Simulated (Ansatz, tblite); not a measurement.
Adding an electron: the cluster B₅⁺. Charge 1, multiplicity 1. Geometry: B3LYP-D4/def2-SVP. Ansatz, gas phase; energy differences of separate SCF runs; the reduced species was run as a doublet alone.

```xyz
5

B    -1.0707    0.3066    0.5735
B     0.4490   -0.4532   -1.0503
B     1.3704   -0.0413    0.1418
B     0.3454    0.4617    1.2134
B    -1.0942   -0.2737   -0.8784
```

The xTB rows come from tblite. The structure comes from a short search, and lower isomers may exist.

```
              level  −HOMO (eV)  −LUMO (eV)  vertical EA (eV)  HOMO–LUMO gap (eV)                                  remarks
           GFN1-xTB       16.24       14.86             11.50                1.39                                        –
           GFN2-xTB       16.01       14.70             10.21                1.31                                        –
   PBE-D4/def2-TZVP       12.77        9.99              7.11                2.78                                        –
r2SCAN-D4/def2-TZVP       12.86        9.81              7.18                3.06  spin-contaminated (⟨S²⟩ 0.90) (doublet)
  PBE0-D4/def2-TZVP       13.45        9.07              7.10                4.38                                        –
```

  Raw xTB energy differences between charge states are shifted by several eV; the methods need an empirical correction for them.
